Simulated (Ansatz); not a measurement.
# Two structures, one formula

The two ends of one reaction step of Si2NH10F, singlet (PBE0-D4/def2-TZVP).

A:

```
14
angstrom
Si -0.7468 -1.2621 1.2727
H 0.6324 -0.7735 1.5551
H -0.6707 -2.6069 0.6521
H -1.4239 -1.4009 2.5949
Si -1.9088 0.2715 -0.0648
H 1.1452 -0.1513 -1.1775
F 0.5131 -0.8577 -1.4153
H 2.1975 0.9459 0.3128
N 2.0955 1.0153 -0.6931
H -3.0887 0.8024 0.6781
H -1.0487 1.4448 -0.3865
H -2.3965 -0.3385 -1.3256
H 1.6794 1.9157 -0.8992
H 3.0210 0.9951 -1.1038
```

B:

| atom | x (Å) | y (Å) | z (Å) |
| --- | --- | --- | --- |
| Si1 | -0.4490 | -1.6500 | 0.0990 |
| H2 | 1.1004 | 1.6220 | 2.7076 |
| H3 | -1.3466 | -2.8069 | 0.3784 |
| H4 | 0.3978 | -1.4335 | 1.3002 |
| Si5 | -1.6531 | 0.2635 | -0.4995 |
| H6 | 1.7774 | -0.0459 | -1.3656 |
| F7 | 0.5007 | -2.1493 | -1.1072 |
| H8 | 0.7034 | 1.3460 | 2.1383 |
| N9 | 1.3970 | 0.6007 | -0.6850 |
| H10 | -1.3495 | 1.3920 | 0.4190 |
| H11 | -1.3437 | 0.6577 | -1.8996 |
| H12 | -3.1224 | 0.0085 | -0.4222 |
| H13 | 1.3175 | 1.5067 | -1.1300 |
| H14 | 2.0700 | 0.6885 | 0.0665 |

Ansatz 0.2.0; basis: def2-TZVPP; cores frozen in the correlated methods. B3LYP uses VWN-RPA correlation.

**Question.** Which structure is lower at CCSD(T), and by how much? (To be estimated.)

**Answer.** Computed: B, by 51.2 kJ/mol (electronic energy, against the other). By their contacts, A is a complex of Si₂H₆ ([SiH3][SiH3]) + NH₃ + HF and B is a complex of Si₂H₅F ([F][SiH2][SiH3]) + NH₃ + H₂.

All methods give the same order:

```
      method  E(B) − E(A) (kJ/mol)
       SPW92                 -19.0
      PBE-D4                 -37.8
     BLYP-D4                 -52.2
   r2SCAN-D4                 -49.2
      B97M-V                 -54.6
     PBE0-D4                 -40.2
    B3LYP-D4                 -52.0
  r2SCAN0-D4                 -48.5
    BHLYP-D4                 -56.2
CAM-B3LYP-D4                 -49.7
     wB97X-V                 -50.7
     wB97M-V                 -53.4
      B2PLYP                 -51.8
    PBE-QIDH                 -46.3
  RPA on PBE                 -53.3
          HF                 -66.7
         MP2                 -54.8
        CCSD                 -52.5
     CCSD(T)                 -51.2
```

The T1 diagnostic stays at or below 0.012.

Labels in which every atom is bracketed show which atoms are joined, not bond orders.

For scale, one of the runs: CCSD(T)/def2-TZVPP, 286 basis functions, launched by `ansatz run in.yaml --threads 8 --pin off --events-out ev --progress --plain --max-ram 19148MiB`. Time: 99 s of wall clock on 8 CPU threads of an Arm Neoverse V2; the host was shared. Peak host memory: 8.4 GiB.
